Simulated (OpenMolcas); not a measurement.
An OpenMolcas run meant for Ag2+ (ANO-R1, X2C; inactive shells 1s 2s 2p 3s 3p 3d 4s 4p; intended active space 9 electrons in 5 orbitals (4d)). One step of its input:

```
&CASPT2
Multistate=5 1 2 3 4 5
Frozen=28 26
IPEA=0.25
Imaginary=0.1
MaxIter=60
WThr=0.0 0.3 0.05
PrWF=0.5
NoMix
```

Lines from the output:

```
|       MOLCAS_SOURCE = <dir>
  |    MOLCAS_STRUCTURE = 0
  |
   -----------------------------------------------------------------------------------------
++ ---------   Input file   ---------
>>> COPY JOB001 $Project.JobIph
&CASPT2
Multistate=5 1 2 3 4 5
Frozen=28 26
IPEA=0.25
Imaginary=0.1
MaxIter=60
WThr=0.0 0.3 0.05
PrWF=0.5
NoMix
-- ----------------------------------
>>> COPY JOB001 a.JobIph
*** symbolic link created: INPORB -> a.RasOrb
--- Start Module: caspt2 at  ---
()()()()()()()()()()()()()()()()()()()()()()()()()()()()()()()()()()()()()()()()()()()()()()()()()()
                                              &CASPT2
                                   only a single process is used
                       available to each process: 2.3 GB of memory, 1 thread
()()()()()()()()()()()()()()()()()()()()()()()()()()()()()()()()()()()()()()()()()()()()()()()()()()
 ###    WARNING: User changed nr of frozen orbitals.                         ###
 ###    ERROR: Too many frozen orbitals!                                     ###
--- Stop Module: caspt2 at  /rc=_RC_INPUT_ERROR_ ---
.####################.
.# User input error #.
.####################.
```

Question: What is wrong with the input?

Answer: More orbitals are frozen than there are inactive ones.
